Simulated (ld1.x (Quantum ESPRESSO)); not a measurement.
**lead (Pb), TM semilocal: configuration errors across variants**

lead (Pb), norm-conserving Troullier–Martins (semilocal form), made with ld1.x (Quantum ESPRESSO) 7.5 (LDA (PZ), scalar-relativistic). Core [Kr] 4d10 4f14, reference 5s2 5p6 5d10 6s2 6p1 (charge +1). Waves: 5s (bound): rc 1.20 bohr; 5d (bound): rc 1.55 bohr; 5p (bound): rc 1.65 bohr. Local part: the p channel. Core correction: none.

Occupied shells without a wave of their own: 6p, 6s. They enter only through the test configuration that unscreens the potential.

All-electron excitation energies from the reference (eV): (1) 5s2 5p6 5d10 6s2 6p2 -6.833; (2) 5s2 5p6 5d10 6s2 6p0 13.762; (3) 5s2 5p6 5d10 6s1 6p0 46.640; (4) 5s2 5p6 5d9 6s2 6p2 20.467; (5) 5s2 5p6 5d10 6s1 6p3 1.988; (6) 5s2 5p6 5d9 6s2 6p3 12.401; (7) 5s2 5p6 5d10 6s0 6p0 89.834; (8) 5s2 5p6 5d10 6s2 6p1 spin -0.145; (9) 5s2 5p6 5d10 6s2 6p2 spin -7.285.

Spin tests fill each open shell by Hund’s rule, majority spin first.

A semilocal file is local in each channel, so a ghost entry of none says nothing of the separable form that plane-wave codes build from it.

For the base: The 6p, 6s levels have no wave, so the channel is fitted at the deeper level alone: the likely source of the large errors.

The file “base” misses its own reference levels by 2.2 eV. The file “wave 5d (bound): rc 1.55 bohr becomes 5d (bound): rc 1.04 bohr” misses its own reference levels by 2.2 eV. The file “wave 5d (bound): rc 1.55 bohr becomes 5d (bound): rc 1.26 bohr” misses its own reference levels by 2.2 eV. The file “wave 5d (bound): rc 1.55 bohr becomes 5d (bound): rc 1.34 bohr” misses its own reference levels by 2.2 eV. The file “wave 5d (bound): rc 1.55 bohr becomes 5d (bound): rc 1.60 bohr” misses its own reference levels by 2.2 eV. The file “wave 5d (bound): rc 1.55 bohr becomes 5d (bound): rc 1.74 bohr” misses its own reference levels by 2.2 eV. The file “wave 5d (bound): rc 1.55 bohr becomes 5d (bound): rc 2.08 bohr” misses its own reference levels by 2.2 eV. The file “wave 5d (bound): rc 1.55 bohr becomes 5d (bound): rc 2.36 bohr” misses its own reference levels by 2.2 eV.

Errors AE − PS in meV (a dash: test not solved or not reliable):

```tsv
change	(1)	(2)	(3)	(4)	(5)	(6)	(7)	(8)	(9)	bound ghosts
base	+647	-1101	-4289	+1128	-685	+1820	-8329	+2.6	+662	none
wave 5d (bound): rc 1.55 bohr becomes 5d (bound): rc 1.04 bohr	+647	-1101	-4289	+1129	-685	+1821	-8332	+2.5	+662	none
wave 5d (bound): rc 1.55 bohr becomes 5d (bound): rc 1.26 bohr	+646	-1101	-4290	+1128	-685	+1819	-8334	+2.6	+662	none
wave 5d (bound): rc 1.55 bohr becomes 5d (bound): rc 1.34 bohr	+646	-1101	-4290	+1128	-685	+1819	-8333	+2.6	+662	none
wave 5d (bound): rc 1.55 bohr becomes 5d (bound): rc 1.60 bohr	+647	-1101	-4289	+1128	-685	+1820	-8329	+2.6	+662	none
wave 5d (bound): rc 1.55 bohr becomes 5d (bound): rc 1.74 bohr	+647	-1101	-4289	+1129	-685	+1820	-8329	+2.6	+662	none
wave 5d (bound): rc 1.55 bohr becomes 5d (bound): rc 2.08 bohr	+646	-1101	-4295	+1134	-686	+1826	-8352	+2.6	+662	none
wave 5d (bound): rc 1.55 bohr becomes 5d (bound): rc 2.36 bohr	+646	-1102	-4309	+1152	-686	+1847	-8403	+2.4	+661	none
```

Task: Give the same row for: wave 5d (bound): rc 1.55 bohr becomes 5d (bound): rc 1.90 bohr.

Result: +646, -1101, -4290, +1129, -685, +1821, -8335, +2.5, +662; bound ghosts: none.
